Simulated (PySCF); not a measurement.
ZrF₃Cl, SMILES [F][Zr]([F])([F])[Cl], multiplicity 1.

Coordinates come from a r2SCAN-D4/def2-SVP optimisation. The multiplicity is an assumed one; no other spin state was optimised. The structure was generated by enumeration; whether it is a known compound was not checked. The def2 effective core potentials stand for the cores of Zr; spin–orbit coupling is left out.

Two levels are set side by side: PBE/def2-TZVP (PySCF) and M06-2X/def2-TZVP (PySCF). Same geometry, gas phase. Differences are taken from unrounded values.

| quantity | PBE |
|---|---|
| orbital gap (eV) | 5.84 |
| highest occupied level (eV) | -8.54 |
| lowest empty level (eV) | -2.69 |
| mean polarisability (bohr³) | 48.6 |

**Question.** These are the PBE values. What does M06-2X give? (The exact figures need the calculation; the answer reports its results.)

**Answer.** 
```json
[
 {"quantity": "orbital gap (eV)", "M06-2X": "10.39", "PBE minus M06-2X": "-4.55"},
 {"quantity": "highest occupied level (eV)", "M06-2X": "-11.42", "PBE minus M06-2X": "2.88"},
 {"quantity": "lowest empty level (eV)", "M06-2X": "-1.03", "PBE minus M06-2X": "-1.66"},
 {"quantity": "mean polarisability (bohr³)", "M06-2X": "44.4", "PBE minus M06-2X": "4.2"}
]
```

Without exact exchange PBE keeps part of each electron's self-repulsion, which lifts occupied levels and narrows the gap. PBE's more diffuse valence density responds more strongly to a field. Differences between two approximate levels are no errors against the true value.

Rough cost on one machine, each run with all the roots and properties that it gave: M06-2X against PBE about 4 times.
